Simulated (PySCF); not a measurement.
Compound: C4H4ClOP.
Geometry (GFN2-xTB, Å), atoms numbered from 1 in this order:
```
atom  x, y, z in Å
C1    -1.993    0.029    0.024
C2    -0.509    0.159    0.015
O3     0.190   -0.983   -0.074
C4     1.507   -0.767   -0.075
C5     1.859    0.542    0.013
Cl6    3.484    1.086    0.030
P7     0.429    1.598    0.104
H8    -2.316   -0.572    0.874
H9    -2.448    1.012    0.089
H10   -2.337   -0.466   -0.884
H11    2.138   -1.634   -0.142
```

Computed with TDDFT CAM-B3LYP/def2-SVPD, vertical, gas phase, core orbitals frozen in the response (PySCF).

Ground-to-excited transition dipoles (e·a0, same axes as the geometry; the sign carries no meaning), for the states with f of 0.002 or more among the lowest 8:

| state | E (hartree) | μx | μy | μz |
| --- | --- | --- | --- | --- |
| S1 | 0.1932 | 0.924 | 0.352 | 0.012 |
| S2 | 0.2092 | -0.223 | -0.206 | -0.012 |
| S4 | 0.2274 | -0.003 | 0.017 | -0.265 |
| S5 | 0.2347 | -0.432 | 1.026 | 0.076 |
| S7 | 0.2445 | 0.001 | 0.017 | -0.227 |
| S8 | 0.2494 | -0.750 | -0.756 | -0.045 |

(1) What oscillator strength does each state have?

(2) What is the point group, and which symmetry does each of these states have?

(3) Which bond between heavy atoms lies closest to the direction of the S5 transition dipole?

(4) What angle do the transition dipoles of S2 and S5 make?

(5) How is the summed strength of these states shared among x, y and z?

Results:

(1) f = (2/3) ΔE |μ|² with ΔE in hartree (27.2114 eV).

```tsv
state	|μ|² (au)	|μ| (D)	f
S1	0.978	2.51	0.126
S2	0.093	0.77	0.013
S4	0.071	0.68	0.011
S5	1.244	2.84	0.195
S7	0.052	0.58	0.008
S8	1.137	2.71	0.189
```

(2) Cs. The ground state is totally symmetric, so the direction of μ fixes the label. Polarised normal to the mirror plane, so A″: S4 and S7. Polarised in the mirror plane, so A′: S1, S2, S5 and S8.

(3) C2–O3, at 9° from it; next C5–P7 at 31°.

(4) |cos θ| = |μa·μb| / (|μa| |μb|) = 0.34, so θ ≈ 70° (taken between 0 and 90°, since the signs are arbitrary).

(5) (2/3) Σ ΔE μα² gives 0.240 for x, 0.282 for y and 0.020 for z, 0.542 in all.
